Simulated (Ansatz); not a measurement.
Input file for Ansatz (a first-principles code): U-PBE/def2-TZVPP on H2SeZn (SMILES [ZnH][SeH]), a point of a bond scan (R = 4.146 Å).

Ansatz 0.2 input:
```yaml
crystal:
  periodic: [false, false, false]
  atoms:
    - {symbol: Zn, position_ang: [-0.70919421, -0.50984122, -0.82879930]}
    - {symbol: H, position_ang: [-3.15134273, -2.27768536, -3.67466154]}
    - {symbol: Se, position_ang: [0.65395606, 0.50525059, 0.74073403]}
    - {symbol: H, position_ang: [0.65501376, -0.71868499, 1.56184434]}
basis:
  gaussian:
    orbitals: def2-TZVPP
hamiltonian:
  xc: {name: PBE}
magnetization: {spin_polarized: true, initial_magnetization: 0}
```

Output:

```
WARN ansatz: RAYON_NUM_THREADS=1 ignored (pool sized by the plan → 1); use --threads N
Functional definition: PBE
integrals: 0.06 GiB planned
1004 factors; their error is unknown
mean field: 0.50 GiB planned
mean field evaluation 1: about -113772.2109 eV, gradient 4.2e1 eV
mean field evaluation 2: about -113744.0687 eV, gradient 1.1e2 eV
mean field evaluation 4: about -113773.9310 eV, gradient 2.3e1 eV
mean field evaluation 8: about -113779.9918 eV, gradient 9.2e0 eV
mean field evaluation 16: about -113781.5509 eV, gradient 1.6e-3 eV
mean field evaluation 32: about -113780.2349 eV, gradient 1.7e1 eV
mean field evaluation 64: about -113782.3154 eV, gradient 1.9e-3 eV
mean field -113782.31536428 eV, -4181.4229652138 hartree, gradient 1.6e-5 eV, S^2 0.985126; 7 other end points of the search recorded, 0 dependent functions left out
reference -113782.31540460 eV, -4181.4229666957 hartree; 33, 33 occupied and 107, 107 virtual orbitals, 1004 factors
Total energy: -113782.31540460 eV, -4181.4229666957 hartree
```

The run converged. Its determinant has ⟨S²⟩ = 0.99, a mixture of spin states.

Cost: around 24 core-seconds (rough).
